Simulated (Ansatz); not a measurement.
Ansatz results at the PBE0-D4/def2-TZVP geometry: LUMO energy (PBE/def2-TZVPP) -1.69 eV; HOMO–LUMO gap (ωB97M-V/def2-TZVPP) 10.35 eV; size of the dipole moment (ωB97M-V/def2-TZVPP) 2.51 D.

Each molecule was computed in one conformer, which needn't be the lowest.

Q: Which molecule gave them?
A. `CC(N)=S`
B. `F[CH]1N=[CH][GaH]1`
C. `F[SiH]1C=C1`
D. `ClBC1C[SiH2]1`

A: D. The others give `F[SiH]1C=C1`: -1.63, 11.56, 1.46; `F[CH]1N=[CH][GaH]1`: -2.94, 8.65, 3.33; `CC(N)=S`: -1.73, 9.54, 4.51.
